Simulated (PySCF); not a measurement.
# How methods differ on the excitation energy of Tl

Tl [Xe] 4f14 5d10 6s2 6p1 (2P) → Tl [Xe] 4f14 5d10 6s1 6p2 (4P), as a difference of total energies. Calculation: PySCF 2.14, in x2c-QZVPPall (16s10p9d6f1g, 142 functions); the spin-free X2C one-electron Hamiltonian (Gaussian nucleus). Correlated levels: valence: [Xe] 4f14 5d10 frozen; valence and next inner shell: [Kr] 4d10 4f14 frozen. The calculations carry no spin-orbit coupling.

```
                                method  excitation energy (cm⁻¹)
                                   UHF                     34793
                                   LDA                     52252
                                   PBE                     50377
                                  PBE0                     47428
                                r2SCAN                     47721
                         MP2 (valence)                     39431
                     SCS-MP2 (valence)                     41232
    MP2 (valence and next inner shell)                     49183
SCS-MP2 (valence and next inner shell)                     49743
```

Spin-orbit coupling is strong in these open shells (close to jj coupling). The scalar numbers leave it out and a first-order estimate fails, so it can dominate the gap to the real levels.
